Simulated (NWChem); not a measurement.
System: HfO; SMILES [O]=[Hf]

Here is an NWChem input.

```
start job
memory heap 200 mb stack 900 mb global 1100 mb
geometry units angstroms noautosym nocenter noautoz
  Hf     0.000000     0.000000    -0.168398
  O      0.000000     0.000000     1.552698
end
basis spherical
  * library def2-tzvp
end
ecp
  Hf library def2-ecp
end
dft
  xc xpbe96 cpbe96
  iterations 150
  convergence damp 70 ncydp 30 lshift 0.3 ncysh 40
end
property
  response 1 0.0
end
task dft property
```

Excerpt of the output:

```
             Northwest Computational Chemistry Package (NWChem) 7.3.0
             --------------------------------------------------------

                             Geometry "geometry" -> ""
                             -------------------------

 Output coordinates in angstroms (scale by  1.889725989 to convert to a.u.)

  No.       Tag          Charge          X              Y              Z
 ---- ---------------- ---------- -------------- -------------- --------------
    1 Hf                  72.0000     0.00000000     0.00000000    -0.16839800
    2 O                    8.0000     0.00000000     0.00000000     1.55269800

 Effective nuclear repulsion energy (a.u.)     177.0999964115

                                 NWChem DFT Module
                                 -----------------

 Summary of "ao basis" -> "ao basis" (spherical)
 ------------------------------------------------------------------------------
       Tag                 Description            Shells   Functions and Types
 ---------------- ------------------------------  ------  ---------------------
 Hf                        def2-tzvp                14       40   6s4p3d1f
 O                         def2-tzvp                11       31   5s3p2d1f

            General Information
            -------------------
          SCF calculation type: DFT
          Wavefunction type:  closed shell.
          No. of atoms     :     2
          No. of electrons :    20
           Alpha electrons :    10
            Beta electrons :    10
          Charge           :     0
          Spin multiplicity:     1
          Use of symmetry is: off; symmetry adaption is: off
          Maximum number of iterations: 150
          AO basis - number of functions:    71
                     number of shells:    25
          Convergence on energy requested:  1.00D-06
          Convergence on density requested:  1.00D-05
          Convergence on gradient requested:  5.00D-04

              XC Information
              --------------
          PerdewBurkeErnzerhof Exchange Functional  1.000
            Perdew 1991 LDA Correlation Functional  1.000 local
           PerdewBurkeErnz. Correlation Functional  1.000 non-local

             Grid Information
             ----------------
          Grid used for XC integration:  medium
          Radial quadrature: Mura-Knowles
          Angular quadrature: Lebedev.
          Tag              B.-S. Rad. Rad. Pts. Rad. Cut. Ang. Pts.
          ---              ---------- --------- --------- ---------
          Hf                  1.55      123           8.0       590
          O                   0.60       49           8.0       434
          Grid pruning is: on
          Number of quadrature shells:   172
          Spatial weights used:  Erf1

      Superposition of Atomic Density Guess
      -------------------------------------

 Sum of atomic energies:        -126.71776933

      Non-variational initial energy
      ------------------------------

 Total energy =    -121.829941
 1-e energy   =    -239.963086
 2-e energy   =      88.616478
 HOMO         =      -0.194068
 LUMO         =       0.041244

   convergence    iter        energy       DeltaE   RMS-Dens  Diis-err
 ---------------- ----- ----------------- --------- --------- ---------
 d=70,ls=0.0,diis     1   -122.8328378906 -1.52D+02  5.26D-02  2.62D+00     0.7
 d=70,ls=0.3,diis     2   -122.4725512890  3.60D-01  2.29D-02  1.15D+00     1.1
 d=70,ls=0.3,diis     3   -122.2711620438  2.01D-01  1.32D-02  2.05D+00     1.6
 d=70,ls=0.3,diis     4   -122.2612291294  9.93D-03  1.49D-02  2.12D+00     2.0
 d=70,ls=0.3,diis     5   -122.7355516812 -4.74D-01  1.06D-02  5.69D-01     2.4
 d=70,ls=0.3,diis     6   -122.9452362801 -2.10D-01  7.61D-03  9.82D-02     2.8
 d=70,ls=0.3,diis     7   -123.0424015038 -9.72D-02  5.48D-03  1.41D-02     3.3
  Resetting Diis
 d=70,ls=0.3,diis     8   -123.0908547993 -4.85D-02  3.92D-03  5.65D-02     3.7
 d=70,ls=0.3,diis     9   -123.1177323258 -2.69D-02  6.13D-03  1.22D-01     4.1
 d=70,ls=0.3,diis    10   -123.1477084030 -3.00D-02  4.03D-03  2.22D-02     4.5
 d=70,ls=0.3,diis    11   -123.1662870147 -1.86D-02  2.57D-03  6.60D-03     4.9
 d=70,ls=0.3,diis    12   -123.1789302539 -1.26D-02  1.94D-03  3.31D-03     5.4
 d=70,ls=0.3,diis    13   -123.1877630231 -8.83D-03  1.41D-03  1.59D-03     5.8
 d=70,ls=0.3,diis    14   -123.1939389676 -6.18D-03  1.03D-03  7.88D-04     6.2
 d=70,ls=0.3,diis    15   -123.1982601627 -4.32D-03  7.50D-04  3.86D-04     6.6
 d=70,ls=0.3,diis    16   -123.2012839570 -3.02D-03  5.43D-04  1.88D-04     7.0
 d=70,ls=0.3,diis    17   -123.2034001020 -2.12D-03  3.94D-04  9.22D-05     7.5
 d=70,ls=0.3,diis    18   -123.2048811559 -1.48D-03  2.85D-04  4.49D-05     7.9
 d=70,ls=0.3,diis    19   -123.2059178172 -1.04D-03  2.05D-04  2.19D-05     8.3
 d=70,ls=0.3,diis    20   -123.2066434352 -7.26D-04  1.49D-04  1.13D-05     8.8
 d=70,ls=0.3,diis    21   -123.2071513812 -5.08D-04  1.10D-04  5.95D-06     9.2
 d=70,ls=0.3,diis    22   -123.2075069626 -3.56D-04  8.20D-05  3.18D-06     9.6
 d=70,ls=0.3,diis    23   -123.2077558833 -2.49D-04  6.13D-05  1.66D-06    10.0
 d=70,ls=0.3,diis    24   -123.2079301359 -1.74D-04  4.61D-05  8.93D-07    10.4
 d=70,ls=0.3,diis    25   -123.2080521194 -1.22D-04  3.51D-05  4.95D-07    10.9
 d=70,ls=0.3,diis    26   -123.2081375126 -8.54D-05  2.71D-05  2.87D-07    11.3
 d=70,ls=0.3,diis    27   -123.2081972915 -5.98D-05  2.12D-05  1.72D-07    11.7
 d=70,ls=0.3,diis    28   -123.2082391395 -4.18D-05  1.68D-05  1.06D-07    12.1
 d=70,ls=0.3,diis    29   -123.2082684351 -2.93D-05  1.34D-05  6.73D-08    12.5
 d=70,ls=0.3,diis    30   -123.2082889433 -2.05D-05  1.08D-05  4.38D-08    13.0
 d= 0,ls=0.3,diis    31   -123.2083033000 -1.44D-05  8.74D-06  2.91D-08
 d= 0,ls=0.3,diis    32   -123.2083367980 -3.35D-05  1.05D-06  5.49D-09
 d= 0,ls=0.3,diis    33   -123.2083368005 -2.48D-09  8.78D-07  3.87D-09

         Total DFT energy =     -123.208336802235
      One electron energy =     -241.663358897219
           Coulomb energy =      103.291825621744
    Exchange-Corr. energy =      -14.353469595341
 Nuclear repulsion energy =       29.516666068581

 Numeric. integr. density =       19.999998732539

                       DFT Final Molecular Orbital Analysis
                       ------------------------------------

 Vector    8  Occ=2.000000D+00  E=-2.940266D-01
              MO Center= -3.5D-09, -2.4D-09,  1.2D+00, r^2= 1.2D+00
   Bfn.  Coefficient  Atom+Function         Bfn.  Coefficient  Atom+Function
  ----- ------------  ---------------      ----- ------------  ---------------
    46      0.310075  2 O  px                47      0.276059  2 O  py
    49      0.259380  2 O  px                50      0.230926  2 O  py
    22     -0.168686  1 Hf d  1              52      0.163087  2 O  px
    20      0.150181  1 Hf d -1              53      0.145196  2 O  py
    27     -0.120580  1 Hf d  1              25      0.107352  1 Hf d -1

 Vector    9  Occ=2.000000D+00  E=-2.897627D-01
              MO Center= -6.2D-10,  6.8D-09,  1.2D+00, r^2= 1.5D+00
   Bfn.  Coefficient  Atom+Function         Bfn.  Coefficient  Atom+Function
  ----- ------------  ---------------      ----- ------------  ---------------
    48      0.432528  2 O  pz                51      0.350592  2 O  pz
    21     -0.272396  1 Hf d  0              54      0.200217  2 O  pz
     5     -0.194310  1 Hf s                  3      0.185000  1 Hf s
    26     -0.162502  1 Hf d  0              45      0.147218  2 O  s
     2     -0.097549  1 Hf s                  4      0.087460  1 Hf s

 Vector   10  Occ=2.000000D+00  E=-1.840621D-01
              MO Center= -4.6D-08, -5.2D-08, -4.6D-01, r^2= 3.6D+00
   Bfn.  Coefficient  Atom+Function         Bfn.  Coefficient  Atom+Function
  ----- ------------  ---------------      ----- ------------  ---------------
     5      0.769862  1 Hf s                  3     -0.374247  1 Hf s
     6      0.372972  1 Hf s                  4     -0.321190  1 Hf s
     2      0.209260  1 Hf s                 21     -0.178493  1 Hf d  0
    18     -0.165480  1 Hf pz                26     -0.147695  1 Hf d  0
    31     -0.082199  1 Hf d  0              12      0.073626  1 Hf pz

 Vector   11  Occ=0.000000D+00  E=-1.252673D-01
              MO Center=  2.2D-08,  2.4D-08, -1.8D-01, r^2= 2.0D+00
   Bfn.  Coefficient  Atom+Function         Bfn.  Coefficient  Atom+Function
  ----- ------------  ---------------      ----- ------------  ---------------
    23      0.540313  1 Hf d  2              28      0.415070  1 Hf d  2
    33      0.264071  1 Hf d  2

 Vector   12  Occ=0.000000D+00  E=-1.252672D-01
              MO Center=  2.3D-08,  2.5D-08, -1.8D-01, r^2= 2.0D+00
   Bfn.  Coefficient  Atom+Function         Bfn.  Coefficient  Atom+Function
  ----- ------------  ---------------      ----- ------------  ---------------
    19      0.540311  1 Hf d -2              24      0.415072  1 Hf d -2
    29      0.264071  1 Hf d -2

[...]

 DFT Linear Response polarizability / au
 Frequency  =       0.0000000 / au
              X              Y              Z
 -----------------------------------------------
 X      81.3419233     -0.0016682      0.0000004
 Y      -0.0016682     81.3423080      0.0000003
 Z       0.0000004      0.0000003     71.0852621
 -----------------------------------------------
 Eigenvalues =      81.3404364     81.3437949     71.0852621
 Isotropic   =      77.9231645
 Anisotropic =      10.2568539
 -----------------------------------------------

 Magnetic Dipole Response Matrix (nonzero elements):

 Exiting AOResponse driver routine
```

Level: PBE/def2-TZVP with def2 effective core potentials on Hf. Coordinates come from a PBE0-D3(BJ)/def2-TZVP optimisation. def2 effective core potentials on Hf; no spin-orbit coupling.
